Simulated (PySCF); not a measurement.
# Argon: highly charged ions in a basis for the neutral atom

Ar¹¹⁺ [He] 2s2 2p3, Ar¹²⁺ [He] 2s2 2p2. Calculation: PySCF 2.14, in cc-pV(T+d)Z (5s4p3d1f, 39 functions); no relativity, point nucleus. No spin-orbit coupling, so a gap to NIST mixes the basis error with missing relativistic terms.

Changed run: basis of the neutral atom used for a highly charged ion. This setting is unsound on purpose.

| species | method | sound run (hartree) | changed run (hartree) | converged |
| --- | --- | --- | --- | --- |
| Ar¹¹⁺ | UHF | not run | -452.92024 | yes |
| Ar¹¹⁺ | r2SCAN | not run | -453.09539 | yes |
| Ar¹¹⁺ | BP86 | not run | -453.13060 | yes |
| Ar¹²⁺ | UHF | not run | -430.05449 | yes |
| Ar¹²⁺ | r2SCAN | not run | -430.19789 | yes |
| Ar¹²⁺ | BP86 | not run | -430.27453 | yes |

Ionisation energy of Ar¹¹⁺:

| method | changed run (eV) | NIST (eV) |
| --- | --- | --- |
| UHF | 622.21 | 619 ± 0.4 |
| r2SCAN | 623.07 | 619 ± 0.4 |
| BP86 | 621.95 | 619 ± 0.4 |

The contracted functions were made for the neutral atom and can be too rigid for a highly charged ion.
